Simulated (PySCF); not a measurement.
[VF4]- holds V(III), d2, at total charge -1. The structure is a PBE0-D3(BJ)/def2-TZVP geometry optimised for multiplicity 3; coordination tetrahedral, point group Td, metal–donor distances 1.83 Å.

```
5

V     0.000    0.000    0.000
F     1.055    1.055    1.055
F     1.055   -1.055   -1.055
F    -1.055   -1.055    1.055
F    -1.055    1.055   -1.055
```

Method (PySCF 2.14, density fitting): CASSCF(2,5) with orbitals averaged over the states of highest spin, strongly contracted NEVPT2 on the averaged canonical orbitals; basis x2c-TZVPall on the metal, x2c-SVPall elsewhere; spin-free X2C; IEF-PCM dichloromethane; spin-orbit coupling by state interaction with the mean-field operator over all roots.

Question: What is the ground state?

Answer: 3A2 (S = 1, orbital degeneracy 1), with 2.0 electrons in the lower (e-type) set and 0.0 in the upper (t2-type) set, by NEVPT2.

Question: Where do the spin-allowed transitions within the shell lie?

Answer: By NEVPT2: 3T2 at 8688 cm⁻¹ (1151 nm); 3T1 at 14179 cm⁻¹ (705 nm); 3T1 at 22923 cm⁻¹ (436 nm). The strongest, at 22923 cm⁻¹, has f = 9.3e-04.

Question: Which is the lowest state of another spin?

Answer: 1E at 12461 cm⁻¹ by NEVPT2; CASSCF alone puts it at 14621 cm⁻¹ above the same ground state.

Question: What ligand-field parameters describe the result?

Answer: At CASSCF level (the NEVPT2 levels don't fit a ligand-field model well): orbital energies 0, 0, 7838, 7838, 7838 cm⁻¹; 10Dq = 7838 cm⁻¹; B = 956 cm⁻¹; C = 3699 cm⁻¹; B over its free-ion value at the same level 0.880; rms of the fit 286 cm⁻¹; ζ = 181 cm⁻¹ (free ion 209).

Question: What magnetic behaviour follows?

Answer: The ground multiplet follows a spin Hamiltonian with S = 1, g = 1.923, 1.923, 1.923, D = 0 (spin-orbit part alone); the lowest levels hold 100 % of the spin-free ground state. μeff is 2.80 μB at 300 K and 2.72 μB at 10 K; the spin-only value is 2.83 μB.

NEVPT2 on the d shell alone tends to put d–d bands too high for such charged or covalently bound ions.

The job took 3.3 s on one thread of Arm Neoverse V1 (shared host), with 104 basis functions, launched as `OMP_NUM_THREADS=1 python lf_run.py task.json out`.
